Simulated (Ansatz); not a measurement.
`BC[SiH2]O` + H₂ → `BC[SiH3]` + H₂O at 400 K and 1 bar (hydrogenolysis of the Si–O bond).

Calculated with Ansatz (gas phase, PBE0-D4/def2-TZVP geometries, no zero-point term in ΔE). CCSD(T)/CBS adds triple-zeta CCSD(T) − MP2 to the extrapolated MP2 energy (def2 sets, frozen cores). This one scheme is used for every species. One conformer a species, not always the lowest.

```
    species  CCSD(T)/CBS energy (Eh)  H − E (kJ/mol)  S (J/(mol·K))
`BC[SiH2]O`               -431.34785           239.3          367.1
         H₂                 -1.17544            38.0          139.0
 `BC[SiH3]`               -356.11784           216.8          331.5
        H₂O                -76.37941            69.8          198.6
```

H − E and S are ideal-gas, rigid-rotor, harmonic terms from PBE0-D4/def2-TZVP, for one conformer and one mirror image of each species. The MP2-based limit puts H₂ 0.8 mEh under its directly extrapolated value; such offsets cancel only in part. 1 Eh = 2625.50 kJ/mol, R = 8.31446 J/(mol·K).

Problem. By hand: ΔE, ΔH, ΔS and ΔG.

Solution. ΔE = (-356.11784) + (-76.37941) − (-431.34785) − (-1.17544) = 0.02604 Eh = 68.4 kJ/mol. Δ(H − E) = 216.8 + 69.8 − 239.3 − 38.0 = 9.3, so ΔH = 77.7 kJ/mol. ΔS = 331.5 + 198.6 − 367.1 − 139.0 = 24.0 J/(mol·K). ΔG = 77.7 − 400 × (24.0)/1000 = 68.1 kJ/mol.

Problem. By hand: the equilibrium constant, and the temperature at which ΔG would vanish if ΔH and ΔS stayed fixed.

Solution. log₁₀ K = −ΔG/(RT ln 10) = -8.9. ΔG = 0 at ΔH/ΔS = 3238 K, far beyond where these terms or the molecules hold.

ΔH outweighs TΔS. A doubt of 5 kJ/mol in ΔE shifts log₁₀ K by 0.7 here. Other conformers and mirror images would add mixing entropy, several J/(mol·K) or more a flexible species. These are equilibria of isolated gas molecules and say nothing of rates. Largest T1 diagnostic: 0.011 (customary marks: 0.02 for closed shells, 0.045 for open ones).
